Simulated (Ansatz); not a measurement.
Breaking the Si1–H3 bond in H2Si2 (SMILES [Si]=[SiH2]) (multiplicity 1 held, fragments rigid). Energies count from the point at 1.483 Å.
Geometry at that point (charge 0, multiplicity 1):
```xyz
4

Si    -0.9526     0.0689     0.1772
Si     1.2047    -0.0871    -0.2241
H     -1.7902     1.2209    -0.2371
H     -1.7380    -0.9658     0.8934
```

Signs of static correlation in cc-pV(T+d)Z, from Ansatz (a quantum-chemistry and plane-wave program) runs.

| R (Å) | T1 of restricted CCSD | ⟨S²⟩ of UHF | largest double amplitude of restricted CCSD |
|---|---|---|---|
| 1.187 | 0.020 | 0.843 | 0.146 |
| 1.335 | 0.020 | 0.851 | 0.146 |
| 1.483 | 0.020 | 0.864 | 0.146 |
| 1.632 | 0.021 | 0.881 | 0.145 |
| 1.780 | 0.022 | 0.908 | 0.145 |
| 2.003 | 0.024 | 1.036 | 0.145 |
| 2.225 | 0.028 | 1.342 | 0.145 |
| 2.596 | ___ | 1.651 | 0.185 |
| 2.967 | 0.056 | 1.779 | 0.360 |
| 3.412 | 0.075 | 1.832 | ___ |
| 4.005 | 0.090 | 1.851 | 0.754 |
| 4.747 | 0.094 | 1.793 | 0.865 |

**Question.** Some entries are withheld; supply them.

**Answer.** 
- 2.596, T1 of restricted CCSD: 0.039
- 3.412, largest double amplitude of restricted CCSD: 0.566

Doubts at one or more of the structures used: a restricted determinant that unrestricted orbitals would lower (R-CCSD(T)/cc-pV(T+d)Z); T1 above 0.05 (R-CCSD(T)/cc-pV(T+d)Z, U-CCSD(T)/cc-pV(T+d)Z); other coupled-cluster roots lie near (R-CCSD(T)/cc-pV(T+d)Z); a spin-contaminated determinant (U-CCSD(T)/cc-pV(T+d)Z); the program's own flag: large difference (U-CCSD(T)/cc-pV(T+d)Z); the program's own flag: large difference, lower state (U-CCSD(T)/cc-pV(T+d)Z).
